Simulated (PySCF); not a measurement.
AsF₂H₃Si, SMILES F[SiH](F)[AsH2].

The structure is a stationary point at B3LYP-D3(BJ)/def2-SVP.

All values below come from PBE/def2-TZVP in PySCF.

Isolated molecule, no solvent.

```json
{
  "total_energy": "-2726.41625 hartree",
  "point_group": "Cs",
  "highest_occupied_level": "-6.90 eV",
  "lowest_empty_level": "-1.02 eV",
  "orbital_gap": "5.88 eV",
  "dipole_moment": "1.85 D",
  "quadrupole, principal values (traceless, Buckingham form, about the centre of nuclear charge)": "-1.68, -0.58, 2.26 D·Å",
  "mean_static_polarisability": "56.9 bohr³ (8.43 Å³)",
  "polarisability_principal_values": "50.4, 50.8, 69.5 bohr³"
}
```
